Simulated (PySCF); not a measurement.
Fill in the blanks.

Compound: 4-fluorobenzoic acid, C7H5FO2.
Bonds: O1–C2 (double), C2–O3, C2–C4, C4–C5 (aromatic), C5–C6 (aromatic), C6–C7 (aromatic), C7–F8, C7–C9 (aromatic), C9–C10 (aromatic), C4–C10 (aromatic). Hydrogens: H11 on O3; H12 on C5; H13 on C6; H14 on C9; H15 on C10.

Conformer (atom-mapped SMILES and torsion angles): `[O:1]=[C:2]([OH:3])[c:4]1[cH:5][cH:6][c:7]([F:8])[cH:9][cH:10]1`: O1–C2–C4–C5 0°, H–O3–C2–O1 0°.

```json
{"property": "point group of the GFN2-xTB geometry", "level": "GFN2-xTB", "value": "Cs"}
{"property": "rotational constants A, B, C of the GFN2-xTB geometry", "level": "GFN2-xTB", "value": "3.902, 0.779, 0.650 GHz"}
{"property": "dipole moment", "level": "wB97X-D/def2-SVPD", "value": "?"}
{"property": "HOMO energy", "level": "wB97X-D/def2-SVPD", "value": "-9.47 eV"}
{"property": "LUMO energy", "level": "wB97X-D/def2-SVPD", "value": "?"}
{"property": "lowest singlet excitation", "level": "TDDFT wB97X-D/def2-SVPD", "value": "5.27 eV (235 nm, f = 0.000)"}
{"property": "strongest line among the 8 lowest singlet transitions", "level": "TDDFT wB97X-D/def2-SVPD", "value": "S5 at 6.97 eV (178 nm, f = 0.608)"}
{"property": "lowest triplet excitation (Tamm–Dancoff)", "level": "TDA wB97X-D/def2-SVPD", "value": "?"}
{"property": "static isotropic polarisability", "level": "wB97X-D/def2-SVPD", "value": "?"}
{"property": "electronic spatial extent ⟨r²⟩ about the centre of nuclear charge", "level": "wB97X-D/def2-SVPD", "value": "1567 bohr²"}
```

Gas-phase values; electronic properties from PySCF, density fitting. Geometry: GFN2-xTB, one conformer, isolated molecule.

Q: Give the LUMO energy.

A: 0.09 eV.

Q: The static isotropic polarisability?

A: 87.2 au.

Q: What is the lowest triplet excitation (Tamm–Dancoff)?

A: 3.93 eV.

Q: Give the dipole moment.

A: 1.55 D.

The dipole matches unit charges of opposite sign 0.32 Å apart (1 e·Å = 4.8032 D). The vertical singlet–triplet gap S1 − T1 is 1.34 eV (TDDFT singlet less Tamm–Dancoff triplet; S1: HOMO−2→LUMO, weight 0.88; T1: HOMO→LUMO, weight 0.82). With B = h/(8π²I), that is 505.379 GHz u Å² over I, the principal moments of inertia are 129.5, 648.5 and 778.0 u Å² (most abundant isotopes); the inertial defect Ic − Ia − Ib is 0.0 u Å² (zero for a rigid planar frame, negative otherwise). The polarisability is 12.91 Å³ as a volume (1 au = 0.148185 Å³), or 1.21 au for each of the 72 electrons.
